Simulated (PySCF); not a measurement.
SMILES O=COC1=COCC=C1, C$_{6}$H$_{6}$O$_{3}$

Cartesian coordinates in Å; atom numbers follow the order of the lines, from 1:
```xyz
15

O    -2.6557   -1.2459    1.3729
C    -2.8491   -0.6386    0.3598
O    -1.9696   -0.0641   -0.4379
C    -0.5980   -0.0626   -0.2057
C     0.0454   -0.7021    0.7852
O     1.3824   -0.6634    0.9437
C     2.1181    0.3519    0.2610
C     1.4835    0.8049   -1.0225
C     0.1791    0.6430   -1.2149
H    -3.8514   -0.4638   -0.0706
H    -0.4305   -1.3397    1.5138
H     2.2354    1.2140    0.9427
H     3.1110   -0.0725    0.0815
H     2.1288    1.2798   -1.7428
H    -0.3338    0.9671   -2.1049
```

Computed with PySCF 2.14.0, GIAO B3LYP/pcSseg-1 magnetisability, rotational g tensor and spin-rotation constants, non-relativistic, gas phase. Geometry: GFN2-xTB.

Question: What are the magnetisability and the molar susceptibility?

Answer: Isotropic -933 × 10⁻³⁰ J/T², or -56.2 × 10⁻⁶ cm³/mol; principal values -1016, -919, -863 × 10⁻³⁰ J/T², anisotropy 134 × 10⁻³⁰ J/T² (root of half the summed squared differences of the principal values). The susceptibility is in cgs units.

Question: Split it along the inertial axes a, b, c into diamagnetic and paramagnetic parts about the centre of mass, with the quadrupole moment.

Answer: 
| axis | χ (10⁻⁶ cm³/mol) | diamagnetic (10⁻⁶ cm³/mol) | paramagnetic (10⁻⁶ cm³/mol) | summed x² of all electrons (Å²) | quadrupole Θ (D Å) |
| --- | --- | --- | --- | --- | --- |
| a | -56.1 | -391.8 | 335.7 | 247.7 | +6.62 |
| b | -52.6 | -1108.8 | 1056.3 | 78.7 | -3.73 |
| c | -59.8 | -1384.5 | 1324.7 | 13.7 | -2.89 |

Anisotropies 2χaa − χbb − χcc = +0.1 and 2χbb − χaa − χcc = +10.8 × 10⁻⁶ cm³/mol. Θ is traceless in Buckingham's convention.

Question: And the rotational g tensor?

Answer: 
| axis | rotational constant (GHz) | g | nuclear part | electronic part |
| --- | --- | --- | --- | --- |
| a | 4.0399 | -0.0722 | 0.5649 | -0.6371 |
| b | 1.1493 | -0.0192 | 0.5512 | -0.5703 |
| c | 0.9056 | -0.0122 | 0.5514 | -0.5636 |

Asymmetric top; isotopes 12C, 1H, 16O; no vibrational averaging.
